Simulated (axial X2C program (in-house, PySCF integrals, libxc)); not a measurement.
# Spin–orbit effects along a row: molecules with Al, HF

Computed with an in-house all-electron X2C program for linear molecules (integrals from PySCF), spin-free (one-electron X2C) or two-component (2c: spin–orbit coupling with atomic mean-field Coulomb and Gaunt terms, which also bring small scalar terms), in Dyall basis sets with cores contracted in-house; open shells are unrestricted.

Basis sets: Al dyall-v3z, Br dyall-cv3z, Cu dyall-cv3z, Ge dyall-cv3z, K dyall-cv3z, Mn dyall-cv3z, Ni dyall-cv3z, V dyall-cv3z.

| molecule | spin-free state | Re (Å) | ωe (cm⁻¹) | De (eV) | 2c state | Re 2c (Å) | ωe 2c (cm⁻¹) | De 2c (eV) |
| --- | --- | --- | --- | --- | --- | --- | --- | --- |
| KAl | M_S = 1, Λ = 1 | 3.494 | 135.2 | 0.13 | Ω = 2 | 3.495 | 135.3 | 0.13 |
| AlV | M_S = 3, Λ = 0 | 2.583 | 276.8 | n/a | Ω = 3 | 2.583 | 276.6 | n/a |
| AlMn | M_S = 2, Λ = 1 | 2.937 | 166.5 | 0.12 | Ω = 3 | 2.938 | 166.4 | 0.13 |
| AlNi | M_S = 1/2, Λ = 2 | 2.578 | 199.0 | -1.06 | Ω = 5/2 | 2.578 | 198.9 | -1.10 |
| AlCu | M_S = 0, Λ = 0 | 2.582 | 218.8 | n/a | Ω = 0 | 2.583 | 218.6 | n/a |
| AlGe | M_S = 3/2, Λ = 0 | 2.532 | 278.2 | 1.57 | Ω = 3/2 | 2.532 | 278.1 | n/a |
| AlBr | M_S = 0, Λ = 0 | 2.326 | 368.0 | 3.46 | Ω = 0 | 2.327 | 367.5 | 3.30 |

Q: Work out the shifts from the spin-free to the two-component result.

A: 

```json
{"molecule": "KAl", "2c state": "Ω = 2", "ΔRe (Å)": "0.001", "Δωe (cm⁻¹)": "0.1", "ΔDe (eV)": "0.00"}
{"molecule": "AlV", "2c state": "Ω = 3", "ΔRe (Å)": "0.000", "Δωe (cm⁻¹)": "-0.2", "ΔDe (eV)": "n/a"}
{"molecule": "AlMn", "2c state": "Ω = 3", "ΔRe (Å)": "0.001", "Δωe (cm⁻¹)": "-0.1", "ΔDe (eV)": "0.01"}
{"molecule": "AlNi", "2c state": "Ω = 5/2", "ΔRe (Å)": "0.000", "Δωe (cm⁻¹)": "-0.1", "ΔDe (eV)": "-0.04"}
{"molecule": "AlCu", "2c state": "Ω = 0", "ΔRe (Å)": "0.001", "Δωe (cm⁻¹)": "-0.2", "ΔDe (eV)": "n/a"}
{"molecule": "AlGe", "2c state": "Ω = 3/2", "ΔRe (Å)": "0.000", "Δωe (cm⁻¹)": "-0.1", "ΔDe (eV)": "n/a"}
{"molecule": "AlBr", "2c state": "Ω = 0", "ΔRe (Å)": "0.001", "Δωe (cm⁻¹)": "-0.5", "ΔDe (eV)": "-0.16"}
```

Shifts of one unit in the last digit are rounding.

Each entry is the lowest single determinant of a limited PBE0 search at one distance. De goes to single-determinant-based atoms at the same level (for ions the charge split of lowest energy) and is withheld (n/a) where an atom does not fit its ground term or J level. Main or longest-lived isotopes. One determinant is a doubtful description, or other states lie close, for KAl, AlV, AlMn, AlNi, AlGe; these need not be ground states, and all values refer to the states named. Some open-shell Ω = 0 determinants are out of reach, so the Ω given for KAl, AlV, AlMn need not be the lowest component. With several unpaired electrons the Ω given is that of one determinant, not necessarily of the lowest component. Some light 2c atoms are not at their ground J level, so De misses part of their lowering (0.04 eV or less). Where the atoms have a lower orbital projection than the molecule, De at mean-field level may be about a tenth of an eV too small.
